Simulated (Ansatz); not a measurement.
Ideal-gas functions of C2H3ClSe (`ClCC=[Se]`) at 500 K and 1 bar, from an Ansatz frequency run at PBE0-D4/def2-TZVP.

Molar mass 141.46 g/mol, point group C1 (symmetry number 1), electronic degeneracy 1, moments of inertia 22.957, 464.006, 469.286 u Å². Harmonic wavenumbers (cm⁻¹, unscaled): 63, 279, 296, 703, 763, 873, 950, 1121, 1169, 1245, 1357, 1454, 3070, 3144, 3168.

Use S(trans) = R[1.5 ln M + 2.5 ln T − 1.1517]; rotational temperatures θ = 24.2544 K / I; S(rot) = R[ln(√π/σ · √(T³/θAθBθC)) + 1.5]; for each mode x = 1.438777 ν̃/T, S = R[x/(eˣ − 1) − ln(1 − e⁻ˣ)] and H = RT x/(eˣ − 1); 1 cm⁻¹ = 0.0119627 kJ/mol; R = 8.31446 J/(mol·K).

Task: By hand: the entropy, in J/(mol·K).

Result: Translation 181.4. Rotation: θ = 1.0565, 0.0523, 0.0517 K, giving 119.1. Vibration, mode by mode: 22.52, 10.36, 9.90, 3.74, 3.27, 2.55, 2.14, 1.45, 1.30, 1.09, 0.84, 0.67, 0.01, 0.01, 0.01, in all 59.8. Electronic 0.0. Sum 360.3 J/(mol·K).

Task: By hand: H − E and G − E in kJ/mol, counted from the electronic energy.

Result: Zero-point energy ½ × 19655 × 0.0119627 = 117.6; thermal vibration 15.4; translation, rotation and pV give 4 RT = 16.6. H − E = 149.6 kJ/mol, and G − E = 149.6 − 500 × 360.3/1000 = -30.6 kJ/mol.

Vibration gives 17 % of the entropy, 22.5 J/(mol·K) of it from the mode under 150 cm⁻¹: soft modes count most, and the harmonic formula is weakest for them. The sum counts one conformer and one mirror image; others add a mixing term.
